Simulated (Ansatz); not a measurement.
Two members of one family ((LiF)n), computed with Ansatz in the gas phase. The two geometries come from different levels. A negative affinity means that the extra electron isn't bound at that geometry and level; within about 0.2 eV of zero the sign isn't settled. Binding counts from free atoms in the multiplicity of their measured ground term, without zero-point energy. A dash marks a value that wasn't run or was left out as unsound. The structures are stationary points that may keep the symmetry of their start. Remarks come from the PBE and PBE0 runs and from stability tests at other levels; not every state was tested. A HOMO above zero means that the electron is unbound at that level and held by the basis, or that self-interaction error raises the level; the energy of removing that electron tells which. HOMO above LUMO (over both spins in singlets and doublets, within one spin in higher multiplets; at PBE or PBE0), or a gap under 0.15 eV within one spin, warns that the state may not be the lowest or that an electron is smeared out.

First: (LiF)4 cube (singlet, charge 0, r2SCAN-D4/def2-SVP geometry).

```xyz
8

Li   -1.465   -0.095   -0.258
F    -0.282   -1.149   -1.139
Li    0.506   -1.316    0.485
F    -0.776   -0.406    1.390
Li    0.256    1.043    1.034
F    -0.557    1.450   -0.534
Li    0.703    0.368   -1.262
F     1.615    0.105    0.284
```

```csv
level,HOMO (eV),LUMO (eV),gap (eV),vertical EA (eV),binding per atom (eV)
PBE-D4/def2-SVP,-7.09,-0.76,6.33,–,4.07
PBE-D4/def2-TZVPD,-7.37,-0.82,6.54,-0.10,3.91
B3LYP-D4/6-31G,-8.98,-0.57,8.41,–,3.93
PBE0-D4/def2-SVP,-9.14,-0.21,8.93,–,3.93
PBE0-D4/def2-TZVPD,-9.33,-0.31,9.02,-0.19,3.79
```

Remarks: HOMO above zero (-1 doublet).

Second: (LiF)4 ring (singlet, charge 0, PBE-D4/def2-SVP geometry).

```xyz
8

Li    0.568    0.546   -2.001
F    -0.338    1.793   -1.318
Li   -1.023    1.873    0.222
F    -1.179    0.986    1.648
Li   -0.567   -0.546    2.001
F     0.338   -1.793    1.318
Li    1.021   -1.874   -0.223
F     1.179   -0.986   -1.648
```

Task: Estimate the same table for the second.

Result: 
```json
{"level": "PBE-D4/def2-SVP", "HOMO (eV)": "-6.99", "LUMO (eV)": "-0.79", "gap (eV)": "6.20", "vertical EA (eV)": "–", "binding per atom (eV)": "3.99"}
{"level": "PBE-D4/def2-TZVPD", "HOMO (eV)": "-7.49", "LUMO (eV)": "-0.86", "gap (eV)": "6.63", "vertical EA (eV)": "-0.24", "binding per atom (eV)": "3.86"}
{"level": "B3LYP-D4/6-31G", "HOMO (eV)": "-8.69", "LUMO (eV)": "-0.42", "gap (eV)": "8.28", "vertical EA (eV)": "–", "binding per atom (eV)": "3.87"}
{"level": "PBE0-D4/def2-SVP", "HOMO (eV)": "-9.01", "LUMO (eV)": "-0.26", "gap (eV)": "8.75", "vertical EA (eV)": "–", "binding per atom (eV)": "3.85"}
{"level": "PBE0-D4/def2-TZVPD", "HOMO (eV)": "-9.45", "LUMO (eV)": "-0.29", "gap (eV)": "9.16", "vertical EA (eV)": "-0.38", "binding per atom (eV)": "3.73"}
```

Remarks: HOMO above zero (-1 doublet), gap within one spin near zero at PBE or PBE0 (-1 doublet).
